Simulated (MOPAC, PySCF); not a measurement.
C₅H₄FN, SMILES `Fc1ccncc1`, neutral singlet in the gas phase. 

Cartesian coordinates (Å):
```xyz
11

F      0.0815     2.4845    -0.0057
C      0.0377     1.1508    -0.0026
C     -1.1915     0.4984     0.0080
C     -1.1723    -0.8997     0.0107
N     -0.0534    -1.6283     0.0037
C      1.1108    -0.9746    -0.0064
C      1.2216     0.4192    -0.0101
H     -2.1234     1.0654     0.0139
H     -2.1189    -1.4518     0.0190
H      2.0192    -1.5877    -0.0121
H      2.1887     0.9239    -0.0185
```
Charge 0, spin multiplicity 1.

All levels are single points at this geometry (B3LYP-D3(BJ)/def2-SVP); Pople sets use spherical d functions. Orbital energies aren't observables, and empty levels follow the basis.

```json
[
 {"level": "PBE-D3(BJ)/def2-TZVP in PySCF", "HOMO (eV)": "-6.12", "LUMO (eV)": "-1.77", "gap (eV)": "4.35", "dipole (D)": "0.90", "vertical IE, Delta-SCF (eV)": "9.61"},
 {"level": "TPSSh-D3(BJ)/def2-TZVP in PySCF", "HOMO (eV)": "-6.88", "LUMO (eV)": "-1.23", "gap (eV)": "5.65", "dipole (D)": "0.82", "vertical IE, Delta-SCF (eV)": "9.63"},
 {"level": "B3LYP/6-311+G** in PySCF", "HOMO (eV)": "-7.55", "LUMO (eV)": "-1.15", "gap (eV)": "6.41", "dipole (D)": "0.74", "vertical IE, Delta-SCF (eV)": "–"},
 {"level": "BP86/6-31G* in PySCF", "HOMO (eV)": "-5.89", "LUMO (eV)": "-1.44", "gap (eV)": "4.44", "dipole (D)": "1.05", "vertical IE, Delta-SCF (eV)": "–"},
 {"level": "M06-2X/6-31G* in PySCF", "HOMO (eV)": "-8.86", "LUMO (eV)": "0.39", "gap (eV)": "9.25", "dipole (D)": "0.85", "vertical IE, Delta-SCF (eV)": "–"},
 {"level": "PM6 in MOPAC", "HOMO (eV)": "-10.59", "LUMO (eV)": "-0.56", "gap (eV)": "10.03", "dipole (D)": "0.77", "vertical IE, Delta-SCF (eV)": "–"}
]
```
